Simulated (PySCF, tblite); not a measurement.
Isomers of C6H11O2 (doublet state), one GFN2-xTB conformer each. Single-point energies are computed at B3LYP/pcH-1 (PySCF, gas phase, no added dispersion term), electronic only. GFN2-xTB treats the open shell by occupation alone, and not every SCF solution was tested for stability.

Problem. Rank them by B3LYP/pcH-1 energy, lowest first (kJ/mol).
A. `[CH3:1][CH2:2][C:3]([CH3:4])[CH2:5][O:6][CH:7]=[O:8]` (doublet state) with C1–C2–C3–C4 69°, C2–C3–C5–O6 82°, C3–C5–O6–C7 -102°, C5–O6–C7–O8 -2°
B. `[CH3:1][CH2:2][C@@H:3]([CH3:4])[CH:5][O:6][CH:7]=[O:8]` (doublet state) with C1–C2–C3–C4 175°, C2–C3–C5–O6 119°, C3–C5–O6–C7 179°, C5–O6–C7–O8 0°

Solution. A (0.0), B (9.1).

Neighbours under 21 kJ/mol apart (CC[C](C)COC=O and CC[C@@H](C)[CH]OC=O) can change places with a better method, another conformer or zero-point energy. GFN2-xTB itself gives, in the same order: 11.5, 0.0. GFN2-xTB puts CC[C@@H](C)[CH]OC=O lowest instead.

Problem. What happens when harmonic zero-point energies from GFN2-xTB frequencies are added?

Solution. 
| SMILES | ZPE (kJ/mol) | electronic (kJ/mol) | with ZPE (kJ/mol) |
| --- | --- | --- | --- |
| CC[C](C)COC=O | 413.0 | 0.0 | 0.0 |
| CC[C@@H](C)[CH]OC=O | 414.6 | 9.1 | 10.7 |

The zero-point energies span 1.6 kJ/mol. The order is unchanged.
